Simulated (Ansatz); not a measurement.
Frontier orbitals of BCl2I, SMILES `ClB(Cl)I`.

Charge 0, multiplicity 1. Correlated methods include outer-core shells of I, which these sets cover unevenly. I: def2 effective core potential. All single points use the PBE0-D4/def2-TZVP geometry. Basis def2-TZVPP, Ansatz 0.2.0.

Orbital energies of one run (eV). Highest occupied ones, from the top: -7.44, -7.86, -8.89, -9.05, -9.39, -10.78, -11.37, -12.16, -14.08, -19.42, -22.99, -24.01, -51.83, -51.83. Empty: -2.31, -0.46, 1.34, 1.88, 2.06, 3.12.

Which functional gave them?
A. r2SCAN
B. BHLYP
C. r2SCANh
D. BLYP

C. HOMO energies: r2SCANh -7.44, r2SCAN -7.01, BHLYP -8.88, BLYP -6.51 eV.
